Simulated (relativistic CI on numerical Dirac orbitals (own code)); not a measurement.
## Ligand-field terms of d9

Computed with a parametric ligand-field model of a d^n configuration (Racah B and C, spin-orbit zeta, crystal field), exact diagonalisation.

Field parameters in Wybourne normalisation: D3d B²₀ = −7Dσ, B⁴₀ = −14Dq − 21Dτ, B⁴₃ = −14√(10/7) Dq; Oh B⁴₀ = 21Dq, B⁴₄ = √(5/14) B⁴₀; Td as Oh with Dq negative (B⁴₀ = 21Dq, B⁴₄ = √(5/14) B⁴₀). The field is a parameter set, without covalency.

Problem. Ground term and bands for B = 980, C = 4080, ζ = 0 cm⁻¹, Td, 10Dq = -2450 cm⁻¹?

Solution. Ground term 2T2 with 4.00 electrons in the two orbitals of the cubic e set. Spin-allowed: 2E 2450 cm⁻¹. Lowest spin-forbidden: none.

Problem. Ground term and bands for B = 350, C = 1280, ζ = 0 cm⁻¹, D3d, 10Dq = 13700, Dσ = -1200, Dτ = 280 cm⁻¹?

Solution. Ground term 2E with 3.02 electrons in the two orbitals of the cubic e set. Spin-allowed: 2A1 13987 cm⁻¹ (715 nm), 2E 16073 cm⁻¹ (622 nm). Lowest spin-forbidden: none.

Problem. Ground term and bands for B = 590, C = 2750, ζ = 0 cm⁻¹, Oh, 10Dq = 7250 cm⁻¹?

Solution. Ground term 2E with 3.00 electrons in the two orbitals of the cubic e set. Spin-allowed: 2T2 7250 cm⁻¹ (1379 nm). Lowest spin-forbidden: none.

Problem. Ground term and bands for B = 460, C = 2070, ζ = 0 cm⁻¹, D3d, 10Dq = 9000, Dσ = 440, Dτ = -300 cm⁻¹?

Solution. Ground term 2E with 3.03 electrons in the two orbitals of the cubic e set. Spin-allowed: 2A1 7594 cm⁻¹ (1317 nm), 2E 8487 cm⁻¹ (1178 nm). Lowest spin-forbidden: none.

Problem. Ground term and bands for B = 690, C = 2980, ζ = 0 cm⁻¹, Oh, 10Dq = 33800 cm⁻¹?

Solution. Ground term 2E with 3.00 electrons in the two orbitals of the cubic e set. Spin-allowed: 2T2 33800 cm⁻¹ (296 nm). Lowest spin-forbidden: none.
